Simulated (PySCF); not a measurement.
**Radial density of Re (rhenium, neutral)**

UHF, [Xe] 4f14 5d4 6s2 6p1, one real determinant (an excited configuration). Calculation: PySCF 2.14, in ANO-RCC-VTZP (8s7p5d3f2g1h, 104 functions); the spin-free X2C one-electron Hamiltonian (Gaussian nucleus).

```csv
r (bohr),4πr²ρ (e/bohr),4πr²(ρα − ρβ)
0.0193,92.86,-0.0010
0.0324,102.8,0.0043
0.0545,138.6,0.0556
0.0916,107.6,0.1970
0.154,127.1,0.0998
0.259,69.39,0.0230
0.436,78.11,0.3121
0.733,29.02,0.2028
1.23,12.30,2.5693
2.07,3.268,1.8664
3.49,1.134,0.5816
5.87,0.09741,0.0294
9.87,0.0005616,-0.0001
```

Densities and radii are taken from the X2C orbitals without a picture-change correction, which distorts them close to the nucleus.

⟨L²⟩ = 8.66 against 12 for a pure F term, so this real determinant mixes terms. Spin-orbit coupling, absent here, splits the open shell strongly. ⟨S²⟩ = 8.89 against 8.75 shows spin contamination.
